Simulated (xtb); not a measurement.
C2H8O2Si, SMILES C[Si@H](O)CO. All values are semi-empirical tight-binding results from xtb (GFN2-xTB unless named), good for trends rather than for accurate numbers. The structure is a stationary point at GFN2-xTB. The structure was generated by enumeration; whether it is a known compound was not checked. Other conformers were not sampled.

Optimised geometry:

```xyz
13

C      2.1706    -0.2771     0.2756
Si     0.4451     0.2293    -0.3286
O     -0.1590     1.4848     0.5296
C     -0.8620    -1.1148     0.0257
O     -2.1713    -0.6525    -0.2714
H      2.8878     0.5231     0.1165
H      2.5386    -1.1498    -0.2523
H      2.1729    -0.5114     1.3367
H      0.4708     0.5833    -1.7512
H      0.3166     2.3049     0.6302
H     -0.8222    -1.4624     1.0676
H     -0.7133    -1.9906    -0.6064
H     -2.2920     0.1851     0.1865
```

Computed properties:
| Quantity | Result |
|---|---|
| orbital gap | 6.02 eV |
| dipole moment | 3.49 D |
| zero-point energy | 62.4 kcal/mol |
| G − E(el) at 298.15 K (modified RRHO) | 42.3 kcal/mol |
| static polarisability (D4 model) | 65.3 bohr³ |
| solvation energy, GFN2-xTB/ALPB(water) | -8.2 kcal/mol |
| solvation energy, GFN2-xTB/ALPB(toluene) | -4.5 kcal/mol |

Computed atomic charges and the Wiberg bond orders between heavy atoms:
charges (e) C1 -0.21, Si2 0.52, O3 -0.47, C4 -0.02, O5 -0.46, H6 0.02, H7 0.03, H8 0.04, H9 -0.07, H10 0.30, H11 0.01, H12 0.02, H13 0.28. Bond orders C1–Si2 0.89, Si2–O3 1.19, Si2–C4 0.85, C4–O5 1.01.
